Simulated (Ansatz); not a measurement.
Ansatz (a first-principles code) job for C₂H₂F, SMILES C(=[CH])F, multiplicity 2, PBE0/def2-TZVPD. Coordinates come from a B3LYP-D3(BJ)/def2-TZVP optimisation. The isomer is the one that the SMILES or the coordinates give; other isomers of the formula were not compared.

Ansatz 0.2 input:
```yaml
crystal:
  periodic: [false, false, false]
  atoms:
    - {symbol: C, position_ang: [0.11042594, -1.25653022, 0.00000000]}
    - {symbol: C, position_ang: [-0.44428300, -0.08158889, 0.00000000]}
    - {symbol: F, position_ang: [0.27317737, 1.07616853, 0.00000000]}
    - {symbol: H, position_ang: [1.05450671, -1.76743923, 0.00000000]}
    - {symbol: H, position_ang: [-1.50996066, 0.11063708, 0.00000000]}
basis:
  gaussian:
    orbitals: def2-TZVPD
hamiltonian:
  xc: {name: PBE0}
magnetization: {spin_polarized: true, initial_magnetization: 1}
```

Log of the run:

```
WARN ansatz: RAYON_NUM_THREADS=1 ignored (pool sized by the plan → 1); use --threads N
Functional definition: PBE0
integrals: 0.03 GiB planned
647 factors; their error is unknown
mean field: 0.46 GiB planned
mean field evaluation 1: about -4814.3294 eV, gradient 2.4e1 eV
mean field evaluation 2: about -4815.0311 eV, gradient 2.0e1 eV
mean field evaluation 4: about -4816.8634 eV, gradient 1.8e0 eV
mean field evaluation 8: about -4816.8794 eV, gradient 9.5e-2 eV
mean field evaluation 16: about -4816.8838 eV, gradient 3.5e-3 eV
mean field -4816.88383602 eV, -177.0172159725 hartree, gradient 1.8e-5 eV, S^2 0.762785; 0 other end points of the search recorded, 0 dependent functions left out
reference -4816.88386744 eV, -177.0172171272 hartree; 12, 11 occupied and 120, 121 virtual orbitals, 647 factors
Total energy: -4816.88386744 eV, -177.0172171272 hartree
```

Self-consistency was reached.

Cost: very roughly 1.9 core-seconds.
